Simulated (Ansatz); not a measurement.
Ge2F5⁻. Charge -1, multiplicity 1. Geometry PBE0-D4/def2-SVPD, basis def2-TZVPD, Ansatz.

| atom | x (Å) | y (Å) | z (Å) |
| --- | --- | --- | --- |
| Ge1 | 0.470 | 0.102 | -2.036 |
| Ge2 | -0.340 | 0.084 | 1.596 |
| F3 | -0.064 | -0.593 | -0.278 |
| F4 | -0.734 | 1.449 | -1.946 |
| F5 | -1.877 | -0.862 | 1.732 |
| F6 | 0.713 | -1.232 | 2.254 |
| F7 | 1.833 | 1.051 | -1.322 |

| run | HOMO (eV) | LUMO (eV) |
| --- | --- | --- |
| A | -2.50 | 2.57 |
| B | -4.51 | 3.82 |
| C | -2.98 | 2.81 |
| D | -2.22 | 2.44 |
| E | -3.38 | 3.16 |
| F | -2.48 | 2.71 |

HSE06 is defined as in plane-wave codes, on full-range PBE exchange. The structure comes from a short search, and lower isomers may exist.

Question: The runs used B97M-V, BHLYP, HSE06, PBE, PBE0, r2SCAN. Estimate which is which.

Answer: A B97M-V (0 % exact exchange); B BHLYP (50 % exact exchange); C HSE06 (range-separated); D PBE (0 % exact exchange); E PBE0 (25 % exact exchange); F r2SCAN (0 % exact exchange). Exact exchange lowers occupied and raises empty levels; among semilocal functionals meta-GGAs tend to open the gap a little, and such runs are hard to tell apart. The gap grows from 4.66 eV (PBE) to 8.33 eV (BHLYP).
